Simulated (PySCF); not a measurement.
Two species compared at the same levels of theory.

First species: hexamethylbenzene, C₁₂H₁₈.
Structure used (PBE0-D3(BJ)/def2-SVP), in Å, numbered top down from 1:
```
atom  x, y, z in Å
C1    -2.6442   -1.2243    0.0625
C2    -1.2832   -0.5797    0.0037
C3    -0.1365   -1.3949    0.0111
C4    -0.2858   -2.8938   -0.0145
C5     1.1429   -0.8130    0.0330
C6     2.3679   -1.6866    0.1208
C7     1.2763    0.5871   -0.0109
C8     2.6469    1.2110   -0.0708
C9     0.1306    1.4032   -0.0117
C10    0.2728    2.9032    0.0351
C11   -1.1501    0.8199   -0.0389
C12   -2.3712    1.6993   -0.1316
H13   -2.9521   -1.6338   -0.9154
H14   -3.4240   -0.5223    0.3804
H15   -2.6576   -2.0610    0.7760
H16   -1.2044   -3.2022   -0.5302
H17   -0.3271   -3.3245    1.0020
H18    0.5507   -3.3779   -0.5360
H19    2.1666   -2.6130    0.6744
H20    2.7429   -1.9800   -0.8760
H21    3.1924   -1.1799    0.6389
H22    3.3700    0.5554   -0.5727
H23    3.0500    1.4292    0.9345
H24    2.6376    2.1578   -0.6264
H25    0.3214    3.3502   -0.9740
H26    1.1842    3.2073    0.5659
H27   -0.5701    3.3750    0.5567
H28   -2.1575    2.6343   -0.6654
H29   -2.7633    1.9762    0.8632
H30   -3.1875    1.2061   -0.6749
```

Second species: CHBBrF₃O.
SMILES with atom numbers: `[F:1][C:2]([F:3])([F:4])[O:5][BH:6][Br:7]` (hydrogens: H8 on B6)

Levels: CAM-B3LYP/def2-SVPD for dipole moment, HOMO energy, LUMO energy, HOMO–LUMO gap, static isotropic polarisability and electronic spatial extent ⟨r²⟩ about the centre of nuclear charge; TDDFT CAM-B3LYP/def2-SVPD for lowest singlet excitation; TDA CAM-B3LYP/def2-SVPD for lowest triplet excitation (Tamm–Dancoff); PBE0-D3(BJ)/def2-SVP for rotational constant A and rotational constant C. Geometries: PBE0-D3(BJ)/def2-SVP. Each structure is a single optimised conformer of the isolated species, non-relativistic unless stated. Electronic properties by PySCF.

The conformers computed, where there is a choice (atom-mapped SMILES and torsion angles):
- `[F:1][C:2]([F:3])([F:4])[O:5][BH:6][Br:7]`: F1–C2–O5–B6 61°, C2–O5–B6–Br7 180°

Problem. Which has the higher dipole moment?

Solution. The second: 0.70 D against 0.01 D, a difference of 0.69 D.

Problem. Which has the higher static isotropic polarisability?

Solution. The first: 144.2 au against 54.3 au, a difference of 89.9 au.

Problem. Which of the two has the higher T1 energy, and by how much?

Solution. The second: 5.62 eV against 3.80 eV, a difference of 1.82 eV.

Problem. Which of the two has the higher HOMO–LUMO gap, and by how much?

Solution. The second: 9.80 eV against 8.60 eV, a difference of 1.20 eV.

Problem. Which has the higher S1 energy?

Solution. The second: 5.86 eV against 5.10 eV, a difference of 0.76 eV.

Problem. Which has the higher HOMO energy?

Solution. The first: -7.37 eV against -10.21 eV, a difference of 2.84 eV.

Problem. Which has the higher ⟨r²⟩?

Solution. The first: 2289 bohr² against 1505 bohr², a difference of 784 bohr².

Problem. Which of the two has the higher LUMO energy, and by how much?

Solution. The first: 1.23 eV against -0.41 eV, a difference of 1.64 eV.

On the first: The vertical singlet–triplet gap S1 − T1 is 1.30 eV (TDDFT singlet less Tamm–Dancoff triplet). The principal polarisabilities are 94.6, 168.4 and 169.4 au; their mean is the isotropic value.

On the second: In wavenumbers S1 is 47300 cm⁻¹ (1 eV = 8065.54 cm⁻¹). The principal polarisabilities are 44.4, 48.8 and 69.7 au; their mean is the isotropic value. The calculation is non-relativistic and has no spin–orbit coupling, an omission that weighs most on bromine.
